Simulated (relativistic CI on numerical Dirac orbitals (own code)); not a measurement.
## What each ingredient does to the levels of Pm¹²⁺

Base calculation: Dirac-Coulomb-Breit CI, orbitals from a KLI potential per configuration, QED by a radiative potential, unscaled Slater integrals.

Configuration list (outside the closed core [Kr]): 4d¹⁰4f5s², 4d¹⁰4f³, 4d¹⁰4f²5s, 4d¹⁰5s²5p, 4d¹⁰4f5s5p, 4d¹⁰4f²5p, 4d¹⁰5s5p², 4d¹⁰4f5s5d, 4d¹⁰5s²5d, 4d¹⁰4f²5d, 4d¹⁰4f5s5f, 4d¹⁰4f5p5d, 4d⁹4f²5s², 4d¹⁰4f5s5g, 4d¹⁰4f²6s, 4d¹⁰5s²6s, 4d¹⁰4f²5f, 4d¹⁰5s5d², 4d¹⁰5s5p5f, 4d¹⁰4f5p6s, 4d¹⁰5s²5f, 4d¹⁰4f5s6s, 4d¹⁰5s²6p, 4d¹⁰4f²5g, 4d¹⁰4f5s6p, 4d¹⁰5s5d6s, 4d¹⁰5s²6d, 4d¹⁰4f5p², 4d¹⁰5p³, 4d¹⁰5p²5d, 4d¹⁰4f5d², 4d¹⁰5p5d², 4d¹⁰5d³, 4d¹⁰5s5p5d, 4d¹⁰5p5d5f, 4d¹⁰5s5p6s, 4d¹⁰5p²6s, 4d¹⁰5p5d6s, 4d¹⁰5p5f6s, 4d¹⁰4f5f², 4d¹⁰5p5f², 4d¹⁰5d5f², 4d¹⁰4f5p5f, 4d¹⁰5p²5f, 4d¹⁰5s5p5g, 4d¹⁰5p²5g, 4d¹⁰5p5d5g, 4d¹⁰5p5f5g. Double excitations out of closed p, d and f shells are left out; levels of such configurations are missing from the list, as are those of other unlisted configurations, and high levels can miss mixing partners. Some configurations lack a partner that the ground configuration has and come out too high, among them 4d⁹4f²5s², 4d¹⁰5s²6p, 4d¹⁰5s²6d, 4d¹⁰5s²6s, 4d¹⁰5s²5f.

Variants: (1) valence Slater integrals scaled by 0.9; (2) configuration mixing switched off; (3) only the first 3 configurations. Shifts of the energy above 4d¹⁰4f5s² ²F°5/2, in cm⁻¹, for the lowest level and the first level of each name with at least 55 % of one term (blank where a level changes its place among those of its configuration and J or its character, or is not in the variant):

| Level | Base | Δ(1) | Δ(2) | Δ(3) |
| --- | --- | --- | --- | --- |
| 4d¹⁰4f5s² ²F°5/2 | 0.0 | 0.0 | 0.0 | 0.0 |
| 4d¹⁰4f5s² ²F°7/2 | 4918.5 | -3.2 | -12.5 | -13.9 |
| 4d¹⁰4f²5s ⁴H7/2 | 72258.8 | +90.7 | -9732.9 | -9240.8 |
| 4d¹⁰4f²5s ⁴H9/2 | 74108.2 | +66.7 | -9706.6 | -9214.5 |
| 4d¹⁰4f²5s ⁴H11/2 | 76699.5 | +96.9 | -9718.5 | -9226.4 |
| 4d¹⁰4f²5s ⁴H13/2 | 79679.3 | +107.3 | -9731.7 | -9239.5 |
| 4d¹⁰4f²5s ⁴F3/2 | 81658.2 | -703.2 | -9641.2 | -9149.0 |
| 4d¹⁰4f²5s ⁴F5/2 | 82822.4 | -701.3 | -9636.1 | -9143.9 |
| 4d¹⁰4f²5s ⁴F7/2 | 84324.5 | -686.0 | -9641.7 | -9149.6 |
| 4d¹⁰4f²5s ²H9/2 | 86212.6 |  | -8849.4 | -8357.2 |
| 4d¹⁰4f²5s ²G7/2 | 89940.9 | -1212.7 | -9267.1 | -8775.0 |
| 4d¹⁰4f²5s ²H11/2 | 90777.9 | -1029.1 | -8509.2 | -8017.0 |
| 4d¹⁰4f²5s ²G9/2 | 91908.4 | -1087.4 | -9336.7 | -8844.5 |
| 4d¹⁰4f²5s ²F5/2 | 94506.3 | -1813.7 | -8374.3 | -7882.1 |

At this charge transitions that keep the count of f electrons are usually good to a few per cent. Terms inside the open d or f shell come out 10 to 20 % too wide with unscaled integrals. Levels and lines within the n = 5 or 6 shells can be off by up to 10 % or somewhat more, and those that change n by about 2 %, since core polarisation is missing. Levels that differ in their count of f electrons can be misplaced by several ten thousand cm⁻¹, since the correlation energy of f electrons is missing or only estimated; rates across such gaps can be off by orders of magnitude.

Ionisation energy from one configuration of each of the two ions, the ground ones as tabulated or assumed: base 223.279 eV. The NIST ASD value (theoretical) is 229 ± 11 eV.

LS names give the leading component of a level, which can be under half, so a name can repeat, a term be missing and a line seem to break the LS rules.
